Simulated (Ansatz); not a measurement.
A nudged elastic band was laid between two geometries of C$_{2}$H$_{7}$Sb (10 atoms, charge 0, multiplicity 1).

Computed with Ansatz 0.2.0, RHF/def2-SVP.

| Property | Result |
| --- | --- |
| movable images | 7 |
| climbing image | yes |
| spring | 5.0 eV/Å² |
| optimiser | quadratic models (default) |
| start path | IDPP |
| force threshold | 0.03 eV/Å |
| iteration limit | 46 |
| end points | relaxed |

Initial state:

```xyz
10
Properties=species:S:1:pos:R:3
C -0.868 1.123 -0.793
Sb 0.606 -0.454 -1.061
C 0.464 -1.247 0.960
H -1.863 0.677 -0.757
H -0.829 1.811 -1.638
H -0.690 1.675 0.129
H 1.954 0.541 -0.738
H -0.479 -1.785 1.065
H 1.282 -1.945 1.139
H 0.506 -0.447 1.698
```

Final state:

```xyz
10
Properties=species:S:1:pos:R:3
C -0.430 1.459 -0.585
Sb 0.097 -0.571 -1.162
C 0.067 -1.404 0.847
H -1.488 1.491 -0.323
H -0.261 2.135 -1.423
H 0.160 1.790 0.269
H 1.779 -0.289 -1.182
H 0.521 -2.395 0.841
H 0.607 -0.766 1.545
H -0.968 -1.501 1.177
```

Q: What changes between the two ends?

A: No bond is made or broken. The dihedral C1–Sb2–C3–H9 goes from -168 to -47°. The two ends are copies of one structure, up to a mirror image or an exchange of like atoms.

Q: Give the energies along the band, and the barrier.

A: The forces met the threshold. The highest image is number 4 of 0 to 8, 0.046 eV above the ends, which have the same energy within 2 meV. A vibrational analysis at the climbing image gives one clearly imaginary mode, 139i cm⁻¹: a first-order saddle point.

```
image  path coordinate (Å)  energy (eV)  dihedral C1–Sb2–C3–H9 (°)
    0                 0.00        0.000                       -168
    1                 0.43        0.006                       -153
    2                 0.85        0.022                       -138
    3                 1.28        0.039                       -122
    4                 1.70        0.046                       -106
    5                 2.12        0.039                        -91
    6                 2.54        0.023                        -76
    7                 2.96        0.006                        -61
    8                 3.38        0.000                        -47
```

Q: What is the geometry of the highest image?

A: 
```xyz
10
Properties=species:S:1:pos:R:3
C -0.563 1.385 -0.658
Sb 0.210 -0.591 -1.136
C 0.181 -1.376 0.901
H -1.630 1.309 -0.449
H -0.424 2.049 -1.512
H -0.055 1.805 0.209
H 1.846 -0.108 -1.102
H -0.268 -2.368 0.910
H 1.193 -1.441 1.299
H -0.406 -0.717 1.542
```

Q: What are the harmonic wavenumbers there?

A: 139i, 140, 191, 533, 539, 601, 651, 796, 881, 910, 918, 1349, 1360, 1560, 1563, 1565, 1570, 2040, 3186, 3192, 3291, 3297, 3302, 3306 cm⁻¹.

Run time: 4.5 min on 1 CPU thread of a shared host.
